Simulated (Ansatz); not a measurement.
F2Si (SMILES F[Si]F), singlet, at a GFN2-xTB geometry; HF/STO-3G run with Ansatz (a quantum-chemistry and plane-wave program).

The Ansatz input:
Ansatz 0.2 input:
```yaml
crystal:
  periodic: [false, false, false]
  atoms:
    - {symbol: Si, position_ang: [-0.03685565, -0.01764442, 0.62704345]}
    - {symbol: F, position_ang: [1.00111955, -0.63280559, -0.44873539]}
    - {symbol: F, position_ang: [-0.94378855, 0.66025247, -0.52666553]}
basis:
  gaussian:
    orbitals: STO-3G
    occupation: {up: {"A1": 9, "A2": 1, "B1": 2, "B2": 4}, down: {"A1": 9, "A2": 1, "B1": 2, "B2": 4}}
hamiltonian:
  xc: hf
```

**Question.** What does Ansatz print? Leave out banner, timings and long lists.

**Answer.** 
```
Functional definition: HF
the irreps are read with x along [0.551, 0.832, 0.056], y along [0.832, -0.553, 0.033] and z along [0.059, 0.028, -0.998] of the geometry given
237 factors; integrals over basis functions are off by at most 1.6e-5 eV
mean field evaluation 1: about -13070.4777 eV, gradient 1.1e1 eV
mean field evaluation 2: about -13070.8934 eV, gradient 5.5e-1 eV
mean field evaluation 4: about -13071.0808 eV, gradient 3.9e-2 eV
mean field evaluation 8: about -13071.0808 eV, gradient 2.0e-6 eV
mean field -13071.08084479 eV, -480.3533611494 hartree, gradient 2.0e-6 eV, S^2 0.000000; 0 other end points of the search recorded, 0 dependent functions left out
reference -13071.08084479 eV, -480.3533611494 hartree; 16, 16 occupied and 3, 3 virtual orbitals, 237 factors
Total energy: -13071.08084479 eV, -480.3533611494 hartree
```
